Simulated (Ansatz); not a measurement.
Compare A (`OCCC[SiH3]`) with its isomer B (`CO[SiH](C)C`).

Computed with Ansatz on PBE0-D4/def2-TZVP structures; ΔE is electronic, products minus reactants. CCSD(T)/CBS is the MP2 limit (def2-TZVPP, def2-QZVPP) plus CCSD(T) − MP2 in def2-TZVPP, frozen cores. DFT in def2-TZVPP. B3LYP here is the variant with VWN-RPA as its local correlation; programs differ in this. One conformer a species, not always the lowest.

A:

Z-matrix (Å, degrees):
```
C
C 1 1.512
O 1 1.414 2 108.4
H 1 1.099 2 109.4 3 -121.1
H 1 1.100 2 110.0 3 121.0
C 2 1.527 1 113.7 3 -58.8
H 2 1.095 1 108.3 3 63.3
H 2 1.095 1 107.9 3 178.5
H 3 0.959 1 108.8 2 175.2
Si 6 1.878 2 115.7 1 -60.9
H 6 1.095 2 109.7 1 177.9
H 6 1.094 2 109.7 1 61.4
H 10 1.489 6 112.5 2 68.3
H 10 1.488 6 109.9 2 -171.5
H 10 1.491 6 110.4 2 -52.0
```

B:

Z-matrix (Å, degrees):
```
C
O 1 1.404
H 1 1.097 2 111.7
H 1 1.097 2 111.7 3 121.5
H 1 1.092 2 108.5 3 -119.2
Si 2 1.650 1 123.0 3 -69.9
C 6 1.867 2 111.3 1 63.6
C 6 1.858 2 106.3 1 -174.3
H 6 1.496 2 108.5 1 -55.2
H 7 1.093 6 111.1 2 60.4
H 7 1.094 6 110.4 2 -179.7
H 7 1.093 6 111.6 2 -60.3
H 8 1.093 6 110.7 2 -61.8
H 8 1.092 6 110.8 2 58.2
H 8 1.093 6 110.8 2 178.2
```

Q: Which is lower in electronic energy at CCSD(T)/CBS, and by how much? (Best estimate.)

A: Ansatz gave: B, by 43.3 kcal/mol.

Q: Give E(B) − E(A) in kcal/mol with B3LYP-D4, PBE-D4, B3LYP, r2SCAN-D4, CCSD(T)/def2-TZVPP, PBE0-D4, CCSD/def2-TZVPP. (Best estimate.)

A: Computed: B3LYP-D4 -44.4, PBE-D4 -41.4, B3LYP -44.9, r2SCAN-D4 -44.9, CCSD(T)/def2-TZVPP -42.6, PBE0-D4 -42.0, CCSD/def2-TZVPP -43.0. None reverses the order clearly.

Largest T1 diagnostic: 0.010.

In def2-TZVPP, CCSD(T) changes the Hartree–Fock value by +3.1 kcal/mol (the triples alone add +0.4 kcal/mol) and MP2 by +1.8 kcal/mol.
